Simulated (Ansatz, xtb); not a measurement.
**Relative energy of two isomers of C5H4BNO**

We compare X, `Bc1cnc(C#C)o1`, a singlet, with Y, `Bc1ocnc1C#C`, a singlet. Both are isolated molecules in the gas phase, relaxed with B3LYP/def2-SVP; the shapes shown needn't be the lowest conformers.

X (Å):

```
atom    x (Å)    y (Å)    z (Å)
   C  -0.4698   0.0495   0.4972
   C   0.3776   0.1284  -0.5989
   C  -1.3462  -0.8924  -1.2600
   C  -2.3343  -1.5873  -2.0075
   C  -3.1762  -2.1802  -2.6473
   B  -0.3605   0.5291   1.9340
   N  -0.1783  -0.4622  -1.6902
   O  -1.5884  -0.6238   0.0318
   H   0.6442   1.1070   2.2619
   H  -1.2501   0.3377   2.7207
   H   1.3645   0.5902  -0.6321
   H  -3.9204  -2.7056  -3.2175
```

Y (Å):

```xyz
12

C    -0.4681   -0.5916    0.2027
C     0.7676   -1.3127   -1.4329
C    -1.1388   -0.5054   -1.0206
C    -2.4560   -0.0228   -1.2554
C    -3.5790    0.3881   -1.4589
B    -0.8335   -0.2413    1.6349
N    -0.3305   -0.9696   -2.0387
O     0.7734   -1.1243   -0.1148
H    -0.0429   -0.4232    2.5233
H    -1.9228    0.2179    1.8554
H     1.6677   -1.7309   -1.8842
H    -4.5735    0.7518   -1.6397
```

Quicker runs give these differences E(Y) − E(X): GFN2-xTB −2.82 kJ/mol; HF/STO-3G −2.44 kJ/mol (at GFN2-xTB geometries); r2SCAN-D4/def2-SVP −3.77 kJ/mol (at GFN2-xTB geometries).

Q: Estimate E(Y) − E(X) at the level CCSD(T)/def2-SVP + ΔMP2/def2-TZVPP.

A: Too close to call at this level: CCSD(T)/def2-SVP + ΔMP2/def2-TZVPP gives E(Y) − E(X) = −5.09 kJ/mol.

The same difference at several levels:

```csv
level,geometry,E(Y) − E(X) (kJ/mol),departure from the last row (kJ/mol),"job, with rough time for the two"
GFN2-xTB,GFN2-xTB,−2.82,+2.26,"optimisation, 0.11 s"
HF/STO-3G,GFN2-xTB,−2.44,+2.65,"single point, 0.4 s"
r2SCAN-D4/def2-SVP,GFN2-xTB,−3.77,+1.32,"single point, 4.8 s"
B3LYP/def2-SVP,B3LYP/def2-SVP,−2.53,+2.55,"optimisation, 49 s"
HF/def2-SVP,B3LYP/def2-SVP,−6.31,−1.22,part of the CCSD(T) run
MP2/def2-SVP,B3LYP/def2-SVP,−5.81,−0.72,part of the CCSD(T) run
CCSD(T)/def2-SVP,B3LYP/def2-SVP,−6.30,−1.21,single point
CCSD(T)/def2-SVP + ΔMP2/def2-TZVPP,B3LYP/def2-SVP,−5.09,,"single point, 85 s"
```

As drawn, both hold the same kinds of bond in the same numbers.

The largest departure from CCSD(T)/def2-SVP + ΔMP2/def2-TZVPP is that of HF/STO-3G, 2.65 kJ/mol. The last row adds to CCSD(T) the change of the MP2 difference between the two basis sets, here +1.21 kJ/mol.

With thermal terms from frequencies at re-optimised GFN2-xTB minima (ideal gas, soft modes damped towards free rotors, one conformer each, 298.15 K, 1 atm): on the last row, ΔE + ΔZPE = −4.88, ΔH = −4.96, ΔG = −4.78 kJ/mol.

The correlated steps freeze 8 core orbitals. Run with Ansatz 0.2.0, xtb 6.7.1; the last row on 2 threads of Arm Neoverse V2 on a shared host.
